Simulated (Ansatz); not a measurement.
Consider the substitution at a C–N bond: `N[SiH2]NCO` + `S[SiH2]S` → `OCS[SiH2]S` + `N[SiH2]N`.

Calculated with Ansatz (gas phase, PBE0-D4/def2-TZVP geometries, no zero-point term in ΔE). CCSD(T)/CBS adds triple-zeta CCSD(T) − MP2 to the extrapolated MP2 energy (def2 sets, frozen cores). This one scheme is used for every species. Functionals use def2-TZVPP. One conformer a species, not always the lowest.

CCSD(T)/CBS gives -10.5 kJ/mol.

(1) Another level gave -5.4 kJ/mol. Which?
A. CCSD(T)/def2-TZVPP
B. PBE-D4/def2-TZVPP
C. HF/def2-TZVPP
D. PBE0-D4/def2-TZVPP

Largest T1 diagnostic among the species: 0.012.

Answers

(1) A. CCSD(T)/def2-TZVPP -5.4, PBE0-D4 -11.8, HF/def2-TZVPP 9.1, PBE-D4 -16.9 kJ/mol.

The D4 term adds −6.2 kJ/mol with B3LYP and −3.3 kJ/mol with PBE0; it sums over pairs of atoms, weighted by their polarisabilities, and B3LYP, whose exchange is more repulsive, gets the larger term. From PBE to PBE0 (25 % exact exchange), in def2-TZVPP and without D4, ΔE moves by +4.7 kJ/mol. In def2-TZVPP, CCSD(T) changes the Hartree–Fock value by −14.5 kJ/mol (the triples alone add −4.3 kJ/mol) and MP2 by −19.3 kJ/mol.

B3LYP here is the variant with VWN-RPA as its local correlation; programs differ in this.
